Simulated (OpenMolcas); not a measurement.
Pt4+ in a point-charge field

Pt4+ among 4 point charges of -2 e arranged as a tetrahedron (Td), 1.91 Å from the ion.

| Property | Result |
| --- | --- |
| Program | OpenMolcas |
| Method | SS-CASPT2, IPEA 0.25 Eh, imaginary shift 0.1 Eh (closed shells correlated: 4f 5s 5p) |
| Basis | ANO-RCC-VTZP [8s7p5d3f1g] |
| Scalar Hamiltonian | DKH2, point nucleus |
| Active space | 6 electrons in 5 orbitals (5d) |
| State averaging | 2S+1 = 5 even, 5 roots; 2S+1 = 3 even, 45 roots; 2S+1 = 1 even, 50 roots |
| Spin-orbit coupling | state interaction with AMFI integrals over the reference wave functions |

The lowest spin-free states (labels of Td), above the lowest:

```json
{"State": "5E", "Degeneracy": "2", "E (cm-1)": "0", "Free-ion L (%)": "D (100)"}
{"State": "5T2", "Degeneracy": "3", "E (cm-1)": "3540", "Free-ion L (%)": "D (100)"}
{"State": "3T1", "Degeneracy": "3", "E (cm-1)": "16920", "Free-ion L (%)": "H (71)"}
{"State": "3E", "Degeneracy": "2", "E (cm-1)": "18320", "Free-ion L (%)": "H (96)"}
{"State": "3T1", "Degeneracy": "3", "E (cm-1)": "19150", "Free-ion L (%)": "H (46)"}
{"State": "3T2", "Degeneracy": "3", "E (cm-1)": "19440", "Free-ion L (%)": "H (69)"}
{"State": "3A2", "Degeneracy": "1", "E (cm-1)": "20390", "Free-ion L (%)": "F (100)"}
{"State": "3A1", "Degeneracy": "1", "E (cm-1)": "21110", "Free-ion L (%)": "G (100)"}
{"State": "3T1", "Degeneracy": "3", "E (cm-1)": "22070", "Free-ion L (%)": "H (64)"}
{"State": "3T2", "Degeneracy": "3", "E (cm-1)": "22570", "Free-ion L (%)": "F (60)"}
{"State": "3E", "Degeneracy": "2", "E (cm-1)": "22650", "Free-ion L (%)": "G (91)"}
{"State": "3T1", "Degeneracy": "3", "E (cm-1)": "23430", "Free-ion L (%)": "G (69)"}
{"State": "3T2", "Degeneracy": "3", "E (cm-1)": "25510", "Free-ion L (%)": "G (86)"}
{"State": "1E", "Degeneracy": "2", "E (cm-1)": "25830", "Free-ion L (%)": "I (89)"}
{"State": "1T2", "Degeneracy": "3", "E (cm-1)": "25870", "Free-ion L (%)": "I (66)"}
{"State": "3T1", "Degeneracy": "3", "E (cm-1)": "25920", "Free-ion L (%)": "F (45)"}
{"State": "3E", "Degeneracy": "2", "E (cm-1)": "26930", "Free-ion L (%)": "D (94)"}
{"State": "1A2", "Degeneracy": "1", "E (cm-1)": "27350", "Free-ion L (%)": "I (99)"}
{"State": "1T2", "Degeneracy": "3", "E (cm-1)": "27440", "Free-ion L (%)": "G (49)"}
{"State": "1A1", "Degeneracy": "1", "E (cm-1)": "27650", "Free-ion L (%)": "I (51)"}
```

The lowest levels with spin-orbit coupling:

```csv
E (cm-1),Degeneracy,Label,2S+1
0,1,A1,5 (82 %)
210,3,T1,5 (82 %)
240,2,E,5 (80 %)
710,3,T2,5 (77 %)
6370,1,A2,5
6760,3,T2,5 (70 %)
6890,2,E,5 (58 %)
8880,3,T2,5 (76 %)
9180,3,T1,5 (89 %)
12030,3,T1,5 (80 %)
12140,1,A1,5 (74 %)
16290,3,T2,3 (63 %)
17660,2,E,3 (69 %)
18240,3,T1,3 (70 %)
18790,1,A1,3 (68 %)
21860,2,E,3 (81 %)
22040,3,T2,3 (83 %)
22060,3,T1,3
22200,3,T2,3
22390,1,A1,3 (88 %)
```

Powder χT (cm3 K/mol): 0.0687 at 2 K, 0.343 at 10 K, 1.72 at 50 K, 3.22 at 100 K, 4.36 at 200 K, 4.67 at 300 K. The effective moment at 300 K is 2.828 √(χT) = 6.11 μB.

Roots that are degenerate in the reference are averaged as groups; the widest CASPT2 spread within a group is 250 cm-1 (the 3-fold group of multiplicity 3 near 46900 cm-1 above the lowest state of its run). Shifts and gaps below about the spread of the groups concerned are not significant. Spin-orbit coupling mixes the spin-free states strongly: the lowest level takes only 60 % from its leading state, 5E. An orbital doublet at a regular site is open to a Jahn-Teller distortion, which this geometry leaves out. Point charges give a weaker field than real ligands, and real ions of this kind are as a rule low spin; the high spin found here belongs to the model. The ground term spreads over less than 5000 cm-1, several times less than with real ligands, so orbital moments are less quenched and χT lies further from the spin-only value than at real sites. Free-ion shares, where given, are those of the reference states; single-state CASPT2 does not remix them. This is an electrostatic model: the charges have no orbitals. No measured value stands beside these numbers.
